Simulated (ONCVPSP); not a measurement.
# An all-electron radial function and its pseudo partner (nickel)

Columns: radius, all-electron u(r) and pseudo u(r) of the 3s shell (level -111.31 eV) of nickel in the configuration [Ne] 3s2 3p6 3d8 4s1.75 4p0.25; PBEsol, scalar-relativistic, ONCV scheme, ONCVPSP 4.0.1.

```tsv
r (bohr)	all-electron	pseudo
0.078	-0.0965	0.0614
0.155	-0.6826	0.1676
0.232	-0.4772	0.3422
0.310	0.0735	0.5773
0.388	0.6133	0.8317
0.465	0.9975	1.0531
0.542	1.2150	1.2066
0.620	1.2952	1.2759
0.698	1.2760	1.2637
0.775	1.1971	1.1922
0.852	1.0862	1.0849
0.930	0.9606	0.9603
1.008	0.8344	0.8342
1.085	0.7164	0.7162
1.162	0.6087	0.6086
1.240	0.5119	0.5118
1.318	0.4276	0.4275
1.395	0.3561	0.3560
1.472	0.2952	0.2952
1.550	0.2433	0.2432
1.628	0.1998	0.1998
1.705	0.1642	0.1641
1.782	0.1346	0.1345
1.860	0.1098	0.1098
1.938	0.0895	0.0894
2.015	0.0730	0.0730
```

**Question.** How many radial nodes do the two functions have?

**Answer.** The all-electron 3s function has n − l − 1 = 2 (the table is too coarse to show those close to the nucleus); the pseudo-wave has 0, since the states of the same l below it are removed with the core.

**Question.** At about which radius was the pseudo-wave matched?

**Answer.** 1.00 bohr, where the columns begin to agree (steps of 0.08 bohr).

**Question.** Is the pseudo-wave norm-conserving?

**Answer.** Yes: the ONCV scheme keeps the norm inside the radius equal to the all-electron one, which fixes the energy derivative of the logarithmic derivative at the level.
